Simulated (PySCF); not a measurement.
Compound: C₈H₈O.
SMILES with atom numbers: `[OH:1][CH2:2][c:3]1[cH:4][cH:5][cH:6][c:7]2[c:8]1[CH2:9]2` (hydrogens: H10 on O1; H11, H12 on C2; H13 on C4; H14 on C5; H15 on C6; H16, H17 on C9)

Structure used (GFN2-xTB), in Å, numbered top down from 1:
```xyz
17
C8H8O angstrom
O     -2.6481   -1.3510    0.4638
C     -1.6956   -1.2327   -0.5719
C     -0.5926   -0.2601   -0.2455
C     -0.8710    1.0706    0.1495
C      0.1141    1.9827    0.4699
C      1.4895    1.6682    0.4311
C      1.7231    0.3870    0.0575
C      0.7387   -0.5264   -0.2587
C      2.1537   -0.9857   -0.3251
H     -2.1918   -1.6014    1.2748
H     -1.2606   -2.2133   -0.8141
H     -2.2614   -0.8803   -1.4399
H     -1.9072    1.3700    0.2042
H     -0.1777    2.9804    0.7629
H      2.2439    2.3989    0.6809
H      2.5240   -1.6527    0.4462
H      2.6120   -1.1423   -1.2955
```

Computed with TDDFT B3LYP/def2-SVPD, vertical, gas phase, core orbitals frozen in the response in PySCF.

Ground-to-excited transition dipoles (e·a0, same axes as the geometry; the sign carries no meaning), for the states with f of 0.002 or more among the lowest 8:

```
state  E (eV)      μx      μy      μz
   S1   5.128   0.439  -0.373  -0.071
   S2   5.588   0.158   0.240  -0.090
   S4   5.972  -0.144   0.040   0.041
   S5   6.158  -0.031  -0.205   0.082
   S6   6.181  -0.706  -0.818  -0.271
   S7   6.557   0.288  -0.649  -0.099
   S8   6.590  -1.116   0.089   0.132
```

What oscillator strength does each state have?

f = (2/3) ΔE |μ|² with ΔE in hartree (27.2114 eV).

```csv
state,|μ|² (au),|μ| (D),f
S1,0.338,1.48,0.042
S2,0.091,0.77,0.012
S4,0.024,0.39,0.004
S5,0.050,0.57,0.007
S6,1.240,2.83,0.188
S7,0.514,1.82,0.083
S8,1.270,2.86,0.205
```

What angle do the transition dipoles of S6 and S8 make?

|cos θ| = |μa·μb| / (|μa| |μb|) = 0.54, so θ ≈ 57° (taken between 0 and 90°, since the signs are arbitrary).

How is the summed strength of these states shared among x, y and z?

(2/3) Σ ΔE μα² gives 0.321 for x, 0.202 for y and 0.019 for z, 0.541 in all.

What peak molar absorption coefficient would the strongest computed level give as a lone Gaussian band 0.4 eV wide at half height?

ε(max) = 2.175×10⁸ f / FWHM, with the width in cm⁻¹. S8: 2.175×10⁸ × 0.2051 / 3226 ≈ 14000 L mol⁻¹ cm⁻¹.

One conformer stands for the species.
